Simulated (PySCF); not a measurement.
# IrH₅⁻, doublet: molecular constants

Level of theory: UPBE0/[Ir def2-TZVPD with ECP60, H def2-TZVPD], scalar-relativistic core potentials, density fitting, no spin–orbit coupling, PySCF.

The structure is a minimum.

Coordinates in bohr (charge -1 multiplicity 2):
```
Ir    0.2900    0.0000   -0.0038
H     0.2144    0.0000    3.0506
H    -0.5361    0.0000   -3.1849
H     2.7620    0.0000    1.6293
H    -0.6125    2.8597    0.6767
H    -0.6125   -2.8597    0.6767
```

```
Point group                                                                   : Cs
Bond lengths                                                                  : Ir–H 1.568 Å, Ir–H 1.617 Å, Ir–H 1.627 Å (×2), Ir–H 1.739 Å
Bond angles                                                                   : H–Ir–H 58.0°, H–Ir–H 76.8° (×2), H–Ir–H 97.1° (×2), H–Ir–H 98.1° (×2), H–Ir–H 136.9°, H–Ir–H 138.0°, H–Ir–H 164.0°
Rotational constants                                                          : 2.584, 1.901, 1.456 cm⁻¹
Rotational symmetry number                                                    : 1
Principal quadrupole moments (Buckingham, traceless) about the centre of mass : -3.95, -1.86, 5.80 D Å
Highest occupied level (α)                                                    : -0.39 eV
Entropy at 298.15 K and 1 bar (electronic part: spin only)                    : 286.0 J/(mol K)
Principal polarisabilities                                                    : 62.9, 75.0, 77.8 bohr³
Dipole moment about the centre of mass                                        : 1.16 D
Heat capacity Cp at 298.15 K                                                  : 66.9 J/(mol K)
Lowest empty level (β)                                                        : 2.58 eV
Enthalpy at 298.15 K above 0 K                                                : 14.89 kJ/mol
Zero-point energy                                                             : 82.6 kJ/mol
Spin squared ⟨S²⟩                                                             : 0.758
```

Harmonic modes (masses in u: Ir 192.963, H 1.008):
| symmetry | ω (cm⁻¹) | IR (km/mol) |
| --- | --- | --- |
| a' | 138 | 102 |
| a'' | 149 | 1.2 |
| a'' | 574 | 1.0 |
| a' | 624 | 26.3 |
| a' | 710 | 6.5 |
| a' | 756 | 2.6 |
| a'' | 880 | 45.0 |
| a' | 1658 | 668 |
| a'' | 1823 | 489 |
| a' | 2072 | 52.4 |
| a' | 2126 | 84.0 |
| a' | 2299 | 38.9 |

Charges (e); Mulliken and Löwdin values are unreliable with diffuse functions:
```csv
atom,Mulliken,Löwdin,polar tensor,spin (Mulliken),Mayer order to Ir1
Ir1,-0.28,0.06,-0.12,0.69,–
H2,-0.09,-0.18,-0.09,-0.01,0.72
H3,-0.23,-0.28,-0.33,0.02,0.77
H4,-0.02,-0.17,-0.04,0.01,0.92
"H5,6",-0.19,-0.21,-0.21,0.14,0.93
```

Mulliken populations on Ir1 (electrons outside its core potential): s 3.14, p 6.48, d 7.64, f 0.02.

Outer orbital energies (eV). α occupied: -6.93, -5.64, -4.22, -4.20, -2.43, -2.22, -1.50, -0.39; empty: 2.89, 3.86, 3.87, 4.53. β occupied: -6.82, -5.15, -4.01, -3.44, -2.36, -1.92, -1.32; empty: 2.58, 3.07, 3.95, 4.31.

Other isomers or separated fragments may lie lower. Open d and f shells are described by one determinant, and the ground state may have another occupation or spin. The lowest empty level of this anion is unbound, so it and the gap depend on the basis. No spin–orbit coupling is included, which matters more the heavier the element.

The final relaxation and frequency run took about 5 core-minutes on a shared host.
